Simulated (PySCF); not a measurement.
Species: chloropyrazine, C₄H₃ClN₂.
Numbering: `[Cl:1][c:2]1[cH:3][n:4][cH:5][cH:6][n:7]1` (hydrogens: H8 on C3; H9 on C5; H10 on C6)

The same species was optimised twice, with GFN2-xTB and with PBE0-D3(BJ)/def2-SVP (PySCF), and the same property calculations (PySCF, gas phase) were run on both structures.

| coordinate | GFN2-xTB | PBE0-D3(BJ)/def2-SVP | change |
| --- | --- | --- | --- |
| Cl1–C2 (Å) | 1.715 | 1.729 | +0.014 |
| C2–C3 (Å) | 1.396 | 1.404 | +0.008 |
| C6–N7 (Å) | 1.325 | 1.332 | +0.007 |
| C5–C6 (Å) | 1.387 | 1.393 | +0.006 |
| N4–C5 (Å) | 1.327 | 1.332 | +0.005 |
| C3–N4 (Å) | 1.318 | 1.323 | +0.005 |
| C2–N7 (Å) | 1.319 | 1.314 | -0.005 |
| Cl1–C2–C3 (°) | 121.0 | 119.1 | -1.9 |
| Cl1–C2–N7 (°) | 117.0 | 118.4 | +1.4 |
| C3–N4–C5 (°) | 118.0 | 117.4 | -0.6 |
| C2–N7–C6 (°) | 117.2 | 116.6 | -0.6 |
| C3–C2–N7 (°) | 122.0 | 122.5 | +0.5 |
| C5–C6–N7 (°) | 121.2 | 121.5 | +0.3 |
| C2–C3–N4 (°) | 120.4 | 120.5 | +0.1 |
| N4–C5–C6 (°) | 121.3 | 121.4 | +0.1 |

Rotational constants: A = 6151, B = 1678, C = 1318 MHz (GFN2-xTB) against A = 6098, B = 1664, C = 1307 MHz (PBE0-D3(BJ)/def2-SVP). Point groups within 0.08 Å: Cs and Cs.

On the GFN2-xTB structure: HOMO (eV) -7.77 [PBE0/pcSseg-1]; LUMO (eV) -1.81 [PBE0/pcSseg-1]; dipole (D) 1.48 [PBE0/pcSseg-1]; GIAO shielding of Cl1 (ppm) 671.1 [PBE0/pcSseg-1]; GIAO shielding of C2 (ppm) 25.4 [PBE0/pcSseg-1]; GIAO shielding of C3 (ppm) 35.7 [PBE0/pcSseg-1]; GIAO shielding of N4 (ppm) -120.5 [PBE0/pcSseg-1]; GIAO shielding of C5 (ppm) 39.1 [PBE0/pcSseg-1]; GIAO shielding of C6 (ppm) 37.2 [PBE0/pcSseg-1]; GIAO shielding of N7 (ppm) -103.0 [PBE0/pcSseg-1].

Problem. What do these properties become on the PBE0-D3(BJ)/def2-SVP structure?

Solution. 
```csv
property,level,on GFN2-xTB,on PBE0-D3(BJ)/def2-SVP,change
HOMO (eV),PBE0/pcSseg-1,-7.77,-7.79,-0.02
LUMO (eV),PBE0/pcSseg-1,-1.81,-1.86,-0.05
dipole (D),PBE0/pcSseg-1,1.48,1.53,+0.05
"energy, GFN2-xTB geometry as zero (kcal/mol)",PBE0/pcSseg-1,0.0,-0.3,-0.3
GIAO shielding of Cl1 (ppm),PBE0/pcSseg-1,671.1,661.6,-9.5
GIAO shielding of C2 (ppm),PBE0/pcSseg-1,25.4,24.0,-1.4
GIAO shielding of C3 (ppm),PBE0/pcSseg-1,35.7,32.7,-3.0
GIAO shielding of N4 (ppm),PBE0/pcSseg-1,-120.5,-122.7,-2.2
GIAO shielding of C5 (ppm),PBE0/pcSseg-1,39.1,36.6,-2.5
GIAO shielding of C6 (ppm),PBE0/pcSseg-1,37.2,35.4,-1.8
GIAO shielding of N7 (ppm),PBE0/pcSseg-1,-103.0,-99.8,+3.2
```

The heavy atoms differ by 0.015 Å rms after alignment. Among bonds between heavy atoms Cl1–C2 changes most (+0.014 Å). Changes are differences of the printed values. Neither structure is proved a minimum here.
